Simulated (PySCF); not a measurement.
C3H4BrF. Atoms are numbered in the order given.

```xyz
9

C      1.3744    -1.6822     0.0000
C     -0.0929    -1.4446     0.0000
F     -0.8086    -2.5877     0.0000
C     -0.7793    -0.2977     0.0000
Br     0.0253     1.4116     0.0000
H      1.6587    -2.2706     0.8880
H      1.9301    -0.7372     0.0000
H      1.6587    -2.2706    -0.8880
H     -1.8693    -0.2934     0.0000
```

The structure is a stationary point at B3LYP-D3(BJ)/def2-SVP.

Calculation: TDDFT-ωB97X/def2-SVPD in PySCF.

Vertical excitations.  State labels are in the subgroup Cs.

### Question
Give excitation energies, oscillator strengths and character. (An estimate is asked for; the answer gives what the named calculation found.)

### Answer

| state | symmetry | energy (eV) | λ (nm) | f | main pairs |
|---|---|---|---|---|---|
| S1 | A" | 5.61 | 221 | 0.001 | HOMO→LUMO 81 %, HOMO→LUMO+5 13 % |
| S2 | A' | 6.75 | 184 | 0.131 | HOMO−1→LUMO 55 %, HOMO→LUMO+1 35 % |
| S3 | A' | 6.77 | 183 | 0.226 | HOMO→LUMO+1 63 %, HOMO−1→LUMO 30 % |
| S4 | A" | 7.27 | 171 | 0.012 | HOMO→LUMO+2 86 % |
| S5 | A" | 7.62 | 163 | 0.000 | HOMO−1→LUMO+1 96 % |
| S6 | A" | 7.86 | 158 | 0.000 | HOMO→LUMO+3 37 %, HOMO−2→LUMO 31 %, HOMO→LUMO+6 8 % |
| S7 | A" | 8.24 | 150 | 0.002 | HOMO→LUMO+3 42 %, HOMO−2→LUMO 40 %, HOMO−2→LUMO+5 7 % |
| S8 | A" | 8.49 | 146 | 0.050 | HOMO→LUMO+5 52 %, HOMO→LUMO+6 19 %, HOMO→LUMO 9 %, HOMO−2→LUMO+2 8 % |
| S9 | A' | 8.56 | 145 | 0.095 | HOMO−1→LUMO+2 68 % |
| S10 | A' | 8.61 | 144 | 0.032 | HOMO→LUMO+4 89 % |
| T1 | A' | 4.18 | 297 | 0 | HOMO→LUMO+1 86 % |
| T2 | A" | 5.06 | 245 | 0 | HOMO→LUMO 78 %, HOMO→LUMO+5 15 % |
| T3 | A' | 6.05 | 205 | 0 | HOMO−1→LUMO 80 %, HOMO−1→LUMO+5 13 % |
| T4 | A" | 7.28 | 170 | 0 | HOMO→LUMO+2 75 %, HOMO−2→LUMO 16 % |
Triplets are in the Tamm–Dancoff approximation, which puts them higher than full response would, so one can lie above its singlet here.
